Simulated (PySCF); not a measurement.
[Pb(NH3)3]2+ at several levels of theory

Computed with PySCF 2.14.0 (density fitting, no spin-orbit coupling) at the geometry relaxed with PBE0:

```xyz
13
[Pb(NH3)3]2+ (singlet)
Pb    0.0000    0.0000   -1.2131
N     2.0579    0.0474    0.1891
H     1.9556   -0.0584    1.2043
H     2.7106   -0.6926   -0.0988
H     2.5805    0.9220    0.0557
N    -1.0700    1.7585    0.1891
H    -0.9272    1.7228    1.2043
H    -0.7555    2.6937   -0.0988
H    -2.0887    1.7738    0.0557
N    -0.9879   -1.8059    0.1891
H    -1.0284   -1.6644    1.2043
H    -1.9551   -2.0011   -0.0988
H    -0.4918   -2.6958    0.0557
```

```csv
level,basis,state,HOMO (eV),gap (eV),charge on Pb1 (e),dipole about the centre of mass (D),largest force component (eV/Å)
PBE0,"Pb def2-SVP with ECP60, N def2-SVP, H def2-SVP",singlet,-17.56,7.57,1.08,7.22,0.01
PBE0,"Pb def2-TZVP with ECP60, N def2-TZVP, H def2-TZVP",singlet,-17.61,7.55,1.14,7.07,0.26
```

Charges are Mulliken's, which hang on the basis. The relaxation used the grid (50, 194), these runs (75, 302) or, all-electron (x2c bases, spin-free X2C Hamiltonian), (99, 590).

Task: A further run in the first row's basis gives HOMO (eV) -16.40, gap (eV) 5.65, charge on Pb1 (e) 0.98, dipole about the centre of mass (D) 7.43, largest force component (eV/Å) 0.37. Which level was it?
A. HF
B. PBE

Result: B. The others give HOMO -20.12 eV (HF).

In the first row's basis the gap widens with exact exchange: 5.7 eV for PBE (none); 7.6 eV for PBE0 (a fixed share); 13.0 eV for Hartree–Fock (rising or full at long range).
